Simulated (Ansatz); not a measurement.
`N#[C][SnH]([F])[F]`. Charge 0, multiplicity 1. Sn: def2 effective core potential.

Cartesian coordinates in Å:
```
N -1.657 0.342 -2.045
C -0.938 0.189 -1.160
Sn 0.383 -0.190 0.412
F -0.576 0.220 1.993
F 1.709 1.157 0.298
H 1.078 -1.719 0.503
```

(1) List the harmonic frequencies (cm⁻¹, unscaled) at PBE0-D4/def2-TZVP in Ansatz. (Estimate.)

(2) Is this a minimum?

(3) Give the ideal-gas thermochemistry at 298.15 K and 1 bar (rigid rotor, harmonic oscillator; point group Cs, symmetry number 1).

(4) And at 400, 500, 600, 800 and 1000 K?

Results:

(1) Computed: 101, 125, 177, 277, 280, 442, 550, 553, 659, 661, 2045, 2332.

(2) Yes, all 12 modes are real.

(3) Zero-point energy 49.1 kJ/mol; H(298) − E = 69.0 kJ/mol; entropy 349.1 J/(mol·K), of which translation 173.9, rotation 114.4, vibration 60.8; G(298) − E = -35.1 kJ/mol.

(4) 
```csv
T (K),H − E (kJ/mol),S (J/mol/K),G − E (kJ/mol)
400,79.1,378.1,-72.2
500,89.7,401.7,-111.2
600,100.7,421.8,-152.4
800,123.7,454.8,-240.2
1000,147.6,481.5,-333.9
```
